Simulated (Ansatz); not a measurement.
Basis-set extrapolation for CH7AlO2Si (`C[O][Al]([OH])[SiH3]`) (PBE0-D4/def2-TZVP geometry, frozen core, Ansatz). Multiplicity 1, RHF reference.

```csv
,def2-TZVPP,def2-QZVPP
HF,-722.726042,-722.751810
MP2 correlation,-0.855886,-0.921389
CCSD(T) correlation,-0.933191,not run
```

Energies in hartree. Use E(X) = E(∞) + A·exp(−7.88·√X) for Hartree–Fock and E(X) = E(∞) + B·X^(−2.97) for correlation, with X = 3 and 4, and add CCSD(T) minus MP2 of the smaller set to the MP2 limit.

What is the CCSD(T) energy at the basis-set limit?

HF limit: -722.751810 + (-0.025768) × 0.13774 = -722.75536. MP2 limit: -0.921389 + (-0.065503) × 0.74074 = -0.96991. Higher-order term: -0.933191 − (-0.855886) = -0.07730. Total: -723.80257 hartree, 376.3 kJ/mol below CCSD(T)/def2-TZVPP.
